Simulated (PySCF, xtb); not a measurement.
Si(nBu)(OH)3 (C₄H₁₂O₃Si), SMILES CCCC[Si](O)(O)O. One conformer was computed; it need not be the lowest.

Harmonic wavenumbers (cm⁻¹) from GFN2-xTB (xtb) at its own minimum, in rising order: 30, 74, 87, 111, 157, 158, 223, 223, 240, 241, 246, 288, 290, 378, 410, 723, 730, 791, 819, 823, 824, 859, 900, 934, 945, 946, 1034, 1075, 1103, 1115, 1218, 1244, 1274, 1292, 1326, 1374, 1415, 1493, 1499, 1501, 1505, 1508, 2955, 2964, 2974, 2976, 2980, 2988, 3028, 3030, 3036, 3701, 3702, 3705.

Question: What does PySCF 2.14.0 with r2SCAN-D4/def2-SVP give at its own minimum? (The exact figures need the calculation; the answer reports its results.)

Answer: 42, 73, 79, 126, 133, 206, 223, 245, 245, 262, 276, 319, 367, 401, 419, 687, 705, 750, 780, 792, 804, 866, 873, 898, 943, 960, 1028, 1030, 1077, 1096, 1203, 1211, 1291, 1311, 1321, 1376, 1390, 1419, 1459, 1469, 1469, 1481, 3008, 3010, 3021, 3026, 3050, 3062, 3081, 3117, 3125, 3876, 3889, 3890. Paired by order, the mean absolute difference is 40 cm⁻¹ and the zero-point energies are 102.2 and 103.3 kcal/mol.
